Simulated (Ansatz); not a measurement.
A nudged elastic band was laid between two geometries of BH3O2 + H4Si (11 atoms, charge 0, multiplicity 1).

The calculation used Ansatz, RKS B3LYP-D4/6-31G*.

```json
{"movable images": "7", "climbing image": "yes", "spring": "5.0 eV/Å²", "optimiser": "quadratic models (default)", "start path": "through a guess of the saddle point", "force threshold": "0.05 eV/Å", "iteration limit": "60", "end points": "relaxed"}
```

Image 0:

```xyz
11
Properties=species:S:1:pos:R:3
B -0.479 -0.695 0.024
O -0.117 -1.628 0.955
H -0.875 -2.131 1.282
O 0.481 0.100 -0.527
H 1.357 -0.114 -0.166
H -1.610 -0.542 -0.337
Si 0.510 2.954 1.085
H 0.590 4.219 1.867
H 1.618 2.934 0.097
H -0.803 2.893 0.398
H 0.652 1.812 2.025
```

Image 8:

```xyz
11
Properties=species:S:1:pos:R:3
B 0.236 0.519 -0.306
O -0.410 -0.498 1.747
H -1.125 -0.015 2.190
O 1.503 0.002 -0.337
H 1.525 -0.860 -0.780
H -0.654 -0.017 -0.910
Si 0.019 2.360 0.521
H 0.959 2.568 1.667
H 0.240 3.488 -0.432
H -1.356 2.544 1.085
H 0.387 -0.289 2.260
```

(1) Which bonds break or form, and what moves?

(2) What energy profile does the band end with?

(3) What is the geometry of the highest image?

## Answers

(1) Bonds broken: B1–O2, Si7–H11. Bonds formed: B1–Si7, O2–H11. BH3O2 + H4Si becomes BH5OSi + H2O.

(2) The run converged. The highest image is number 4 of 0 to 8, 2.90 eV above the first end and 1.17 eV above the last; the last end lies 1.73 eV above the first. The profile has 2 maxima (images 4, 6) with wells between them (image 5): this band takes more than one step, which may be the mechanism or a detour left from its start path. Neighbouring images differ by up to 2.6 eV, so the band resolves the path poorly. A vibrational analysis at the climbing image gives one clearly imaginary mode, 1354i cm⁻¹: a first-order saddle point. The orbitals stay closed-shell, which can raise the energy where a bond breaks towards radicals; this wasn't checked here.

```csv
image,path coordinate (Å),energy (eV),B1–O2 (Å),Si7–H11 (Å),B1–Si7 (Å)
0,0.00,0.00,1.37,1.49,3.93
1,1.12,0.00,1.37,1.49,3.88
2,2.24,0.02,1.37,1.48,3.58
3,3.35,0.28,1.37,1.48,3.08
4,4.47,2.90,1.61,1.93,2.32
5,7.21,1.75,2.41,3.83,2.03
6,9.94,1.81,2.44,3.06,2.03
7,12.68,1.78,2.35,3.31,2.04
8,15.41,1.73,2.38,3.19,2.03
```

(3) 
```xyz
11
Properties=species:S:1:pos:R:3
B -0.267 0.149 0.162
O 0.296 -0.661 1.439
H -0.453 -1.055 1.924
O 0.456 -0.051 -0.994
H 1.411 -0.091 -0.842
H -1.458 0.105 0.089
Si 0.212 2.311 0.848
H -0.130 2.956 2.156
H 1.630 2.665 0.539
H -0.650 2.959 -0.179
H 0.279 0.517 1.561
```

Time of the run: 10 min on 2 threads of Arm Neoverse V2 (shared host), peak memory 0.16 GiB.
